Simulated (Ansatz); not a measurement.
Species: CH₄BO, charge 0, doublet. CH4BO (SMILES [BH]OC, doublet).
B3LYP-D3(BJ)/def2-TZVP minimum from Ansatz (a program for electronic structure):
```xyz
7

B     -0.3312     0.1201     1.3592
H      0.6304    -0.3601     1.9008
O     -0.4873     0.2338     0.0534
C      0.4709    -0.2002    -0.9299
H      1.3470    -0.6374    -0.4485
H     -0.0109    -0.9363    -1.5715
H      0.7621     0.6642    -1.5246
```
Charge 0, spin multiplicity 2.

Atomisation energy term by term, kcal/mol (programs: Ansatz). UHF or UKS for unpaired electrons; spin-orbit terms are left out. Correlated methods leave the cores frozen. Rows without X2C or -DK are non-relativistic. CBS(X,Y): correlation extrapolated as X^-3, Hartree-Fock from the larger set. A bracket is a step between two methods taken in the basis named. '+ core + X2C': CCSD(T) terms for core correlation (cc-pwCVTZ) and scalar relativity (cc-pVTZ-DK). For partners of very few electrons the exact lower level stands in for a higher one.

```csv
term,basis,kcal/mol
Hartree-Fock,cc-pVQZ,456.57
CCSD correlation,"CBS(cc-pVTZ,cc-pVQZ)",139.92
(T),"CBS(cc-pVTZ,cc-pVQZ)",9.00
CCSDT(Q) - CCSD(T),cc-pVDZ,0.51
core correlation,cc-pwCVTZ,2.44
scalar relativity,"X2C, cc-pVTZ-DK",-0.53
sum: De,,607.9
```
